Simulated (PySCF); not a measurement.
# Nickel: a sound run and one with changed settings

Sound run: Ni [Ar] 3d8 4s2, Ni⁺ [Ar] 3d9. Computed with PySCF 2.14 in cc-pVDZ (6s5p3d1f, 43 functions), with the non-relativistic Hamiltonian (point nucleus). In the sound run the correlated levels freeze [Ar]. The sound run starts from symmetry-adapted Hartree-Fock orbitals and uses a fine grid where one is needed.

Changed run: all electrons correlated in a basis built for the valence shell.

| species | method | sound run (hartree) | changed run (hartree) | converged |
| --- | --- | --- | --- | --- |
| Ni | MP2 | -1507.14578 | -1507.36794 | yes |
| Ni⁺ | MP2 | -1506.91061 | -1507.14690 | yes |

Ionisation energy of Ni:

```
 method  sound run (eV)  changed run (eV)
    UHF           7.673             7.673
    MP2           6.399             6.015
SCS-MP2           6.646             6.370
```

A valence basis has no tight correlating functions, so it recovers only part of the core correlation, and not evenly between atom and ion.

For comparison, NIST gives 7.640 eV between the lowest levels.
